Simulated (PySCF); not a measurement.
**Be(2+): ionisation energy**

Be(2+) 1s2 (1S) → Be(3+) 1s1 (2S), as a difference of total energies. Calculation: PySCF 2.14, in cc-pVDZ-DK (3s2p1d, 14 functions); the spin-free X2C one-electron Hamiltonian (Gaussian nucleus). Correlated levels: valence: nothing frozen. The calculations carry no spin-orbit coupling.

| method | ionisation energy (eV) |
| --- | --- |
| UHF | 153.99 |
| r2SCAN | 155.21 |
| MP2 (valence) | 154.00 |
| SCS-MP2 (valence) | 154.00 |

Problem. Estimate what MN15 gives.

Solution. 155.40 eV, closest to r2SCAN among the rows shown.

Problem. Estimate what CCSD (valence) gives.

Solution. 154.00 eV, closest to MP2 (valence) among the rows shown.

Errors of the correlated levels include the incompleteness of this basis.

With two correlated electrons CCSD is exact in that space.

For comparison: 153.90 eV (theoretical estimate listed by NIST; NIST Atomic Spectra Database, ionization energies).
